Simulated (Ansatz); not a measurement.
Job for Ansatz (a program for electronic structure): R-CCSD(T)/aug-cc-pVTZ on FHN2 (a complex), monomers drawn apart or pushed together.

Ansatz 0.2 input:
```yaml
crystal:
  periodic: [false, false, false]
  atoms:
    - {symbol: F, position_ang: [-0.39062034, -0.20737798, -0.65063602]}
    - {symbol: H, position_ang: [-0.28308581, -0.17248773, 0.27056974]}
    - {symbol: N, position_ang: [0.05580516, -0.06479595, 3.16715800]}
    - {symbol: N, position_ang: [-0.07084634, -0.10472093, 2.08556625]}
basis:
  gaussian:
    orbitals: aug-cc-pVTZ
magnetization: {spin_polarized: false}
correlation: {method: ccsd_t, electrons: outside_noble_gas}
scf: {lower_state_search: off}
```

Q: What total energy does the run end on?

A: -209.7332 hartree (reference determinant -209.0461, T1 diagnostic 0.012).

Q: How many basis functions does it have, and what does it roughly cost on one machine?

A: 161 functions; roughly 20 core-seconds.
